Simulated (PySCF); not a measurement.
TPSS on Ti+ (titanium, charge +1)

Configuration: [Ar] 3d2 4s1, high-spin 4F determinant. Computed with PySCF 2.14 in x2c-TZVPall (6s5p4d1f, 48 functions), with the spin-free X2C one-electron Hamiltonian (Gaussian nucleus).

- Total energy: -853.486 hartree
- One-electron energy: -1162.711 hartree
- Hartree (Coulomb) energy: 351.438 hartree
- Exchange-correlation energy: -42.213 hartree
- ⟨S²⟩: 3.7504
- ⟨L²⟩: 12.005
- Sum of ⟨r⟩: 17.23 bohr
- Sum of ⟨r²⟩: 28.79 bohr²
- Langevin diamagnetic susceptibility: -22.8 ×10⁻⁶ cm³/mol
- Time after the integrals: 2 s of wall time on 1 thread of Neoverse-N1 (shared host)

```
shell  electrons  mean orbital energy (eV)  rms radius, mean of both spins (bohr)
 1s α          1                   -4885.3                                 0.0804
 1s β          1                   -4885.2                                 0.0804
 2s α          1                   -546.59                                  0.352
 2s β          1                   -546.03                                  0.352
 2p α          3                   -452.39                                  0.322
 2p β          3                   -451.94                                  0.322
 3s α          1                   -71.283                                   1.08
 3s β          1                   -69.440                                   1.08
 3p α          3                   -47.072                                   1.18
 3p β          3                   -45.191                                   1.18
 3d α          2                   -12.718                                   1.71
 4s α          1                   -10.802                                   3.37
```

Densities and radii are taken from the X2C orbitals without a picture-change correction, which distorts them close to the nucleus.
